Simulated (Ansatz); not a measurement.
C3H3AlClFO2 (`[F][Al-]1([Cl])[O]C=CC=[O+]1`), relaxed with RKS PBE0-D4/def2-TZVP in the Gaussian-basis code of Ansatz from a PBE-D4/def2-SVP geometry. The force threshold is 0.005 eV/Å; the program also tests the step.

Charge 0, multiplicity 1.

Start:

```xyz
11

F     0.396   -2.649    1.248
Al    0.259   -0.988    1.423
Cl    0.400   -0.135    3.344
O    -1.284   -0.426    0.572
C    -1.327    0.281   -0.499
C    -0.212    0.770   -1.203
C     1.103    0.512   -0.780
O     1.437   -0.168    0.257
H    -2.346    0.514   -0.877
H    -0.374    1.368   -2.110
H     1.949    0.922   -1.375
```

(1) By how much does the energy fall, and how many steps does the optimiser take? (Estimate.)

(2) Which bonds change most? (Best estimate.)

(3) Give the relaxed structure. (Best estimate.)

Results:

(1) Computed: 8.60 kJ/mol, in 11 steps, 1 of them rejected.

(2) The calculation gave: Al2–O8 from 1.849 to 1.811 Å; Al2–O4 from 1.849 to 1.811 Å; F1–Al2 from 1.675 to 1.646 Å; C5–H9 from 1.112 to 1.093 Å.

(3) Ansatz gave: 
```xyz
11

F     0.396   -2.619    1.271
Al    0.254   -0.984    1.384
Cl    0.389   -0.098    3.276
O    -1.262   -0.453    0.545
C    -1.308    0.274   -0.494
C    -0.210    0.776   -1.179
C     1.088    0.501   -0.771
O     1.414   -0.199    0.235
H    -2.312    0.506   -0.861
H    -0.370    1.387   -2.055
H     1.921    0.908   -1.351
```
